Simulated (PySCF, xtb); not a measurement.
C3H7BFN, SMILES C/C=C/B(N)F.

The structure is a stationary point at ωB97X-D3(BJ)/def2-SVP. The geometry has at least one imaginary mode, so it is a saddle point at that level. The structure was generated by enumeration; whether it is a known compound was not checked. The values are those of a single conformer.

Calculation: IEF-PCM-B3LYP/def2-SVP in PySCF 2.14.0.

The values are the electrostatic part of the solvation free energy, E(continuum) − E(gas) at the gas-phase geometry, in a cavity of scaled van der Waals radii (PySCF's table); cavitation and dispersion terms are not included. In vacuum the orbital gap is 6.39 eV. The dipole moment in vacuum is 2.62 D.

Task: Estimate the values in water (ε = 78.36), chlorobenzene (ε = 5.70), dichloromethane (ε = 8.93). (An estimate is asked for; the answer gives what the named calculation found.)

Result: 
```tsv
solvent	ε	ΔG(elec) (kcal/mol)	dipole (D)	gap (eV)
water	78.36	-4.8	3.38	6.33
chlorobenzene	5.70	-3.6	3.17	6.35
dichloromethane	8.93	-4.1	3.25	6.34
```

For comparison, GFN2-xTB/ALPB(water) (xtb, at the GFN2-xTB geometry, all terms of that model) gives -5.3 kcal/mol.
